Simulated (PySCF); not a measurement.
## Optical rotation: [C$_{6}$H$_{6}$FO$_{2}$S]+, charge +1

Geometry (Å), atoms numbered from 1 in this order:
```xyz
16

C     2.671    0.875   -0.786
C     1.474    0.299   -0.377
C     0.309   -0.047   -0.033
C    -0.166   -1.312    0.630
F     0.759   -1.769    1.500
S    -1.815   -0.937    1.565
O    -2.626   -2.093    1.333
C    -2.143    0.244    0.107
C    -0.916    0.985   -0.192
O    -0.729    2.122   -0.432
H     2.461    1.932   -1.019
H     3.408    0.880    0.025
H     3.076    0.406   -1.686
H    -0.373   -2.109   -0.098
H    -2.442   -0.411   -0.714
H    -2.954    0.943    0.321
```

Total charge +1.

The calculation used PySCF, TDDFT PBE0/def2-SVPD circular dichroism and optical rotation, one conformer, gas phase. Geometry: GFN2-xTB.

The bonding changed while the geometry was optimised; results refer to the coordinates, not to the name. The molecule is flexible and this is one conformer; a measurement averages over conformers.

Stereocentres: C4 S, S6 R.

**Question.** What is the specific rotation at 1550, 1064, 780 nm?

**Answer.** [α] in deg dm⁻¹ (g/mL)⁻¹:
| λ (nm) | origin-invariant length gauge | modified velocity gauge | length gauge (centre of mass) | isotropic polarisability (au) |
| --- | --- | --- | --- | --- |
| 1550 | +221.5 | +221.9 | +221.2 | 103.7 |
| 1064 | +678.4 | +677.8 | +678.0 | 105.5 |
| 780 | +2832.0 | +2818.8 | +2832.3 | 110.6 |

The shortest wavelength is close to the first absorption, where this undamped response comes out too large.

**Question.** And for the mirror image at 1550 nm?

**Answer.** -221.5 deg dm⁻¹ (g/mL)⁻¹ (origin-invariant length gauge): the same size and the opposite sign.

**Question.** What is the molar rotation [Φ] = [α]·M/100 of the geometry above at 1550 nm?

**Answer.** With M = 161.17 g/mol, +356.9 deg cm² dmol⁻¹ (origin-invariant length gauge).

The first excitation lies at 1.97 eV (628 nm) with R = +33.5 × 10⁻⁴⁰ esu² cm² (velocity form).
